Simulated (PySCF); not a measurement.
Cl₃Ti, neutral, multiplicity 2. Atoms are numbered in the order given.

```xyz
4

Ti     0.0000     0.0000     0.0000
Cl     2.1878     0.0000     0.0000
Cl    -1.0939    -1.8947     0.0000
Cl    -1.0939     1.8947     0.0000
```
Charge 0, spin multiplicity 2.

Geometry: r2SCAN-D4/def2-SVP. The spin state was assumed, not searched. The isomer is the one that the SMILES or the coordinates give; other isomers of the formula were not compared.

These are r2SCAN-D4/def2-SVP (PySCF) values and carry that method's errors.

Frequencies are harmonic and unscaled.

Modes within 1.5 cm⁻¹ of each other (mostly degenerate sets) share a row, with their intensities summed.

```
mode  ν (cm⁻¹)  IR (km/mol)  moving atoms (share of kinetic energy)
----  --------  -----------  --------------------------------------
1           74         18.9                        Ti 69 %, Cl 31 %
2–3        102          2.0                        Cl 87 %, Ti 13 %
4          363          0.0                                Cl 100 %
5–6        506        275.2                        Ti 56 %, Cl 44 %
```
